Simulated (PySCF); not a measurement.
Structure with atom numbers: `[SiH3:1][PH:2][c:3]1[cH:4][cH:5][cH:6][cH:7][n:8]1`; H(Xn) means a hydrogen on atom n.

[PySCF 2.14: structure optimised with GFN2-xTB; PBE0/pcSseg-1 with gauge-including orbitals; no relativistic terms; fast rotation and ring inversion assumed for equivalent nuclei; one computed conformer; gas phase]

Q: List the cross peaks expected in HSQC, COSY and HMBC spectra.

A: 

HSQC (one-bond C–H):
| δH | δC |
| --- | --- |
| 8.69 (H(C7)) | 154.4 (C7) |
| 7.76 (H(C5)) | 140.8 (C5) |
| 7.76 (H(C4)) | 133.1 (C4) |
| 7.20 (H(C6)) | 125.4 (C6) |

COSY cross peaks (H two or three bonds apart, from the bond graph; peaks can be absent where the dihedral angle is near 90°):
| δH | δH |
| --- | --- |
| 8.69 (H(C7)) | 7.20 (H(C6)) |
| 7.76 (H(C5)) | 7.76 (H(C4)) |
| 7.76 (H(C5)) | 7.20 (H(C6)) |
| 4.30 (H(Si1)) | 3.94 (H(P2)) |

HMBC (two and three bonds, from the bond graph):
| δH | δC |
| --- | --- |
| 8.69 (H(C7)) | 170.9 (C3), 140.8 (C5), 125.4 (C6) |
| 7.76 (H(C5)) | 170.9 (C3), 154.4 (C7), 133.1 (C4), 125.4 (C6) |
| 7.76 (H(C4)) | 170.9 (C3), 140.8 (C5), 125.4 (C6) |
| 7.20 (H(C6)) | 154.4 (C7), 140.8 (C5), 133.1 (C4) |
| 4.30 (H(Si1)) | 170.9 (C3) |
| 3.94 (H(P2)) | 170.9 (C3), 133.1 (C4) |

δ = σ(ref) − σ, references computed at the same level: 1H and 13C vs TMS.

Shifts are as computed. Against solution values, carbons near 30 ppm lie about +3 ppm off and those near 130 ppm about +5 ppm. Of 1211 compounds with measured shifts, 218 miss one by over three times the rms of a fit or turn the order of signals round; such compounds aren't used in these exercises.
